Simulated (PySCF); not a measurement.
Cd(Me)(iPr), C4H10Cd, SMILES [CH3][Cd][CH](C)C at its GFN2-xTB optimised geometry (Å):

```
15

Cd    -0.0792    -1.3177     0.0000
C      2.1531    -1.3177     0.0000
H      2.5115    -1.1649    -1.0197
H      2.6338    -2.2060     0.4012
H      2.4549    -0.4570     0.6037
C     -1.5739     0.3428     0.0000
C     -1.1190     1.2514    -1.1420
C     -1.4006     1.0585     1.3393
H     -2.6338     0.1041    -0.1387
H     -1.6560     2.2060    -1.1263
H     -0.0475     1.4785    -1.0583
H     -1.3020     0.7829    -2.1134
H     -1.7906     0.4534     2.1620
H     -1.9352     2.0148     1.3475
H     -0.3421     1.2759     1.5343
```

Computed with PySCF with PBE0/def2-TZVP, def2 effective core potentials past Kr. The core electrons that the potentials of Cd replace are not part of the density.

Map of the electron localisation function on the plane z = 0.8 Å:

```
|0000000000000000000000000000000|
|0000000000000000000000000000000|
|0000000000000000000000000000000|
|0000000000000000000000000000000|
|0000000000000000000000000000000|
|0000000011100000000000000000000|
|0000001466520000000000000000000|
|0000003799851000000000000000000|
|0000004899962011000000000000000|
|0000002799963234200000000000000|
|0000000368754567410000000000000|
|0000000136655677510000000000000|
|0000000036876555200000121000000|
|0000000137997421000004887300000|
|0000112235886200000038999820000|
|0000133323565210000169999940000|
|0000133222354211111269999840000|
|0000011111342122211369999730000|
|0000000001332233312567886310000|
|0000000002322244312555654210000|
|0000000002322233213556787520000|
|0000000002321222223457999861000|
|0000000001221111123348999982000|
|0000000000111111122127999982000|
|0000000000000011111015899950000|
|0000000000000000000001588510000|
|0000000000000000000000011000000|
|0000000000000000000000000000000|
|0000000000000000000000000000000|
|0000000000000000000000000000000|
|0000000000000000000000000000000|
```
Scale: ten equal steps from 0.000 (start of '0') to 0.998 (end of '9'), in the order '0123456789'; x runs from -5.00 to 5.00, y from -5.00 (bottom) to 5.00 (top).
